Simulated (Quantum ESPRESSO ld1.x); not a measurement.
Species: the oxygen ion O3+. Configuration: [He] 2s2 2p1 (the NIST ground configuration). Calculated with ld1.x of Quantum ESPRESSO 7.5: scalar-relativistic Kohn-Sham, LDA (Slater exchange, Perdew-Zunger correlation), spin-polarised, spherical densities, point nucleus; open shells are filled with parallel spins first.

Radial electron density D(r) = 4 pi r^2 rho(r):

```
   r/bohr * D(r) (the largest magnitude, 8.52, reaches the edge; | marks zero)
  0.01537 |    *
  0.01877 |      *
  0.02293 |        *
    0.028 |            *
   0.0342 |                *
  0.04178 |                      *
  0.05102 |                             *
  0.06232 |                                    *
  0.07612 |                                           *
  0.09297 |                                                  *
   0.1136 |                                                      *
   0.1387 |                                                      *
   0.1694 |                                                  *
   0.2069 |                                          *
   0.2527 |                                *
   0.3087 |                      *
    0.377 |                *
   0.4605 |              *
   0.5625 |                 *
    0.687 |                   *
   0.8391 |                    *
    1.025 |                *
    1.252 |          *
    1.529 |     *
    1.867 | *
    2.281 |*
    2.786 *
    3.403 *
```

D(r) has 2 maxima, at r = 0.128, 0.775 bohr, and minima at 0.442 bohr, inside which lie 2.14 electrons.
